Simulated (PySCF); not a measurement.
Job file and geometry (Å, from GFN2-xTB) of an NMR shielding run on `BOB(OB)CC`, C2H9B3O2, GIAO PBE0/pcSseg-1 NMR shielding, non-relativistic, gas phase in PySCF 2.14.0, density-fitted response routines; density fitting, a coarse starting grid and PySCF grid level 2 are the driver's defaults:

```
$ OMP_NUM_THREADS=1 python probes_run.py task.json out

{"job": {"kind": "nmr", "xc": "PBE0", "basis": "pcSseg-1"}, "charge": 0, "multiplicity": 1}
B      0.215754     2.578642     0.098416
O     -0.109661     1.333453    -0.078446
B     -0.389782     0.046890    -0.249401
C      0.813166    -1.015413    -0.447413
C      1.917763    -0.865141     0.602334
O     -1.655823    -0.353760    -0.271477
B     -2.894281    -0.747612    -0.255690
H      0.332756     3.290574    -0.838322
H      0.402076     2.986856     1.192319
H      1.254368    -0.869508    -1.436551
H      0.427845    -2.035721    -0.422214
H      1.532442    -1.083406     1.595750
H      2.301891     0.152564     0.602318
H      2.741784    -1.545866     0.396925
H     -3.391938    -1.072450     0.766128
H     -3.505961    -0.791159    -1.266087
```

Q: What does the program print?

A: 
```
coarse grid: 13184 points
cycle   1  E = -306.1858648185  dE =  8.149e-01  |g| = 8.236e-01  |ddm| = 3.277e+00
cycle   2  E = -306.0270733704  dE =  1.588e-01  |g| = 1.244e+00  |ddm| = 1.289e+00
cycle   3  E = -306.3083983339  dE = -2.813e-01  |g| = 1.076e-01  |ddm| = 8.850e-01
cycle   4  E = -306.3107761025  dE = -2.378e-03  |g| = 3.695e-02  |ddm| = 9.888e-02
cycle   5  E = -306.3111013711  dE = -3.253e-04  |g| = 5.947e-03  |ddm| = 2.921e-02
cycle   6  E = -306.3111097550  dE = -8.384e-06  |g| = 2.211e-03  |ddm| = 6.262e-03
final grid: 126808 points
cycle   7  E = -306.3724182389  dE = -5.523e-05  |g| = 1.370e-02  |ddm| = 2.615e-02
cycle   8  E = -306.3723842642  dE =  3.397e-05  |g| = 1.963e-02  |ddm| = 1.856e-02
cycle   9  E = -306.3724551031  dE = -7.084e-05  |g| = 1.447e-03  |ddm| = 1.131e-02
cycle  10  E = -306.3724555957  dE = -4.926e-07  |g| = 3.270e-04  |ddm| = 1.495e-03
cycle  11  E = -306.3724556179  dE = -2.222e-08  |g| = 7.234e-05  |ddm| = 2.518e-04
cycle  12  E = -306.3724556188  dE = -9.634e-10  |g| = 4.185e-05  |ddm| = 8.166e-05
cycle  13  E = -306.3724556192  dE = -3.062e-10  |g| = 7.485e-06  |ddm| = 2.505e-05
converged SCF energy = -306.3724556192

GIAO shielding tensors (ppm)
atom      isotropic    diamagn.    paramagn.     s11        s22        s33       span
  0 B       59.341     195.679    -136.338     10.110     57.735    110.178    100.068
  1 O       65.179     390.490    -325.311    -57.375     41.329    211.583    268.958
  2 B       78.091     198.931    -120.840     52.260     83.622     98.390     46.130
  3 C      172.608     252.366     -79.758    166.197    172.003    179.624     13.427
  4 C      176.286     246.795     -70.509    168.656    173.957    186.244     17.588
  5 O       59.243     389.661    -330.418    -54.262     22.452    209.538    263.800
  6 B       59.339     194.854    -135.514     10.437     57.453    110.128     99.690
  7 H       26.303      30.015      -3.711     25.534     26.095     27.281      1.747
  8 H       26.228      30.539      -4.311     25.485     26.054     27.145      1.660
  9 H       30.616      31.315      -0.699     26.702     28.694     36.452      9.750
 10 H       30.802      31.922      -1.120     26.322     29.667     36.418     10.097
 11 H       30.692      30.359       0.333     26.435     28.630     37.010     10.575
 12 H       30.675      30.700      -0.025     26.026     29.775     36.223     10.198
 13 H       30.390      28.323       2.066     25.644     27.874     37.651     12.007
 14 H       26.257      30.237      -3.980     25.506     26.174     27.091      1.586
 15 H       26.279      29.647      -3.369     25.542     26.173     27.122      1.580
```

Size and cost of the density-fitted run: 164 basis functions, 41 s wall time on 1 thread of an Arm Neoverse N1, shared host; peak memory 0.74 GiB.
